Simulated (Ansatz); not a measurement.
Start from `[OH][Ti]([OH])([F])[F]` and change one element to get `[OH][Zr]([OH])([F])[F]`.

Ansatz, PBE0-D4/def2-TZVP geometries, multiplicity 1. Each molecule was computed in one conformer, which needn't be the lowest.

Elements past krypton have def2 core potentials. Scalar relativity is left out up to krypton.

```tsv
property	`[OH][Ti]([OH])([F])[F]`
HOMO energy (PBE/def2-TZVPP) / eV	-8.18
size of the dipole moment (ωB97M-V/def2-TZVPP) / D	0.62
LUMO energy (B3LYP/def2-TZVPP) / eV	-2.46
HOMO–LUMO gap (PBE0/def2-TZVPP) / eV	7.81
size of the dipole moment (PBE/def2-TZVPP) / D	0.61
HOMO energy (PBE0/def2-TZVPP) / eV	-9.94
```

Q: What does the change do to each property? (An estimate is asked.)

A: Computed: 
```tsv
property	`[OH][Zr]([OH])([F])[F]`	shift
HOMO energy (PBE/def2-TZVPP) / eV	-7.88	0.30
size of the dipole moment (ωB97M-V/def2-TZVPP) / D	3.38	2.76
LUMO energy (B3LYP/def2-TZVPP) / eV	-0.72	1.74
HOMO–LUMO gap (PBE0/def2-TZVPP) / eV	9.22	1.41
size of the dipole moment (PBE/def2-TZVPP) / D	3.29	2.68
HOMO energy (PBE0/def2-TZVPP) / eV	-9.61	0.33
```

With PBE0 the HOMO rises by 0.33 eV and the LUMO rises by 1.74 eV, so the gap widens by about 1.41 eV. PBE moves the HOMO by 0.30 eV and ωB97M-V by 0.33 eV. Dipoles are sizes alone; their direction can turn.

B3LYP here is the variant with VWN-RPA as its local correlation; programs differ in this.
